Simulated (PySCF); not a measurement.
## Ionisation energy of O²⁺ by level of theory

O²⁺ [He] 2s2 2p2 (3P) → O³⁺ [He] 2s2 2p1 (2P), as a difference of total energies. All numbers are calculated (PySCF 2.14, the spin-free X2C one-electron Hamiltonian (Gaussian nucleus), in dyall-acv3z (15s9p4d2f, 76 functions)). Correlated levels: valence: 1s2 frozen; virtual orbitals above 40 to 60 times the deepest correlated orbital energy dropped. The calculations carry no spin-orbit coupling.

```tsv
method	ionisation energy (eV)	difference from reference (eV)
UHF	54.607	-0.329
MP2 (valence)	54.996	+0.060
SCS-MP2 (valence)	54.846	-0.090
CCSD (valence)	54.781	-0.155
CCSD(T) (valence)	54.792	-0.144
```

Reference: 54.936 eV (semi-empirical (NIST evaluation); NIST Atomic Spectra Database, ionization energies).

Errors of the correlated levels include the incompleteness of this basis and the frozen core.
